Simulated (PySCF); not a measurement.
An excited-state job on `BN1BNCC1`.

Method: TDDFT PBE0/def2-SVPD, vertical, gas phase, core orbitals frozen in the response (PySCF 2.14.0, density-fitted response routines). Geometry: GFN2-xTB. A driver script takes a list of jobs; this job's settings line and coordinates (Å) are shown.

Input:
```
{"job": {"kind": "uv", "xc": "PBE0", "basis": "def2-SVPD", "nstates": 8, "ntriplets": 3}, "charge": 0, "multiplicity": 1}
B      2.019174    -0.509792     0.707277
N      0.780007    -0.057920     0.264848
B      0.340584     1.292456     0.024795
N     -0.975671     1.251845    -0.413630
C     -1.502267    -0.093743    -0.496208
C     -0.321420    -0.972847    -0.041232
H      2.202969    -1.661764     0.849595
H      2.858734     0.274911     0.928372
H      0.979036     2.252513     0.173044
H     -1.591057     2.001940    -0.676605
H     -2.373994    -0.216650     0.159158
H     -1.814530    -0.332419    -1.520773
H     -0.020869    -1.672077    -0.826883
H     -0.581372    -1.556926     0.846077
```

**Question.** What does the run print?

**Answer.** 
```
coarse grid: 11432 points
cycle   1  E = -239.8021037933  dE =  6.883e-01  |g| = 3.549e-01  |ddm| = 6.522e+00
cycle   2  E = -239.7962487775  dE =  5.855e-03  |g| = 4.148e-01  |ddm| = 1.577e+00
cycle   3  E = -239.8350701085  dE = -3.882e-02  |g| = 8.048e-02  |ddm| = 5.552e-01
cycle   4  E = -239.8365123104  dE = -1.442e-03  |g| = 1.740e-02  |ddm| = 1.664e-01
cycle   5  E = -239.8365873516  dE = -7.504e-05  |g| = 5.509e-03  |ddm| = 4.760e-02
cycle   6  E = -239.8365928329  dE = -5.481e-06  |g| = 2.331e-03  |ddm| = 9.267e-03
final grid: 109792 points
cycle   7  E = -239.8661200745  dE = -3.371e-05  |g| = 8.072e-03  |ddm| = 1.349e-01
cycle   8  E = -239.8661051930  dE =  1.488e-05  |g| = 1.151e-02  |ddm| = 2.394e-02
cycle   9  E = -239.8661357857  dE = -3.059e-05  |g| = 8.963e-04  |ddm| = 1.290e-02
cycle  10  E = -239.8661359898  dE = -2.040e-07  |g| = 1.966e-04  |ddm| = 1.926e-03
cycle  11  E = -239.8661359981  dE = -8.345e-09  |g| = 5.404e-05  |ddm| = 4.401e-04
cycle  12  E = -239.8661359988  dE = -6.727e-10  |g| = 1.713e-05  |ddm| = 1.282e-04
converged SCF energy = -239.8661359988

Static polarisability (au): isotropic 65.567, principal 48.296 66.209 82.195

Singlet excitations
state   eV       nm        f      main configurations
  1   5.8961    210.3   0.23360   H->L 0.98
  2   6.2065    199.8   0.00020   H->L+1 0.98
  3   6.6689    185.9   0.00031   H-1->L 0.99
  4   7.0087    176.9   0.02639   H->L+3 0.96
  5   7.0348    176.2   0.00504   H->L+2 0.92
  6   7.3643    168.4   0.00203   H->L+4 0.94
  7   7.8039    158.9   0.00926   H-2->L 0.93
  8   7.9245    156.5   0.00001   H->L+6 0.55, H->L+7 0.22, H->L+5 0.17

Triplet excitations (Tamm-Dancoff, eV): 4.7466 6.0053 6.0180
```

The SCF starts on a coarse grid where the log names one; the energy can jump when the final grid takes over, and dE then counts from the start density on the new grid. H and L stand for HOMO and LUMO; the number after each pair is its weight.

**Question.** Give S1 in cm⁻¹ and kJ/mol.

**Answer.** 5.8961 eV × 8065.54 = 47555 cm⁻¹; × 96.485 = 568.9 kJ/mol.

Summary of the converged run: HOMO -6.96 eV, LUMO -0.23 eV; lowest singlet 5.90 eV; lowest triplet 4.75 eV (Tamm–Dancoff); mean polarisability 65.6 au.

Time: 18 s wall. Hardware: one thread of an Arm Neoverse V2, no GPU, shared host.
Labels such as C1 count atoms from 1, the log's own numbers from 0.
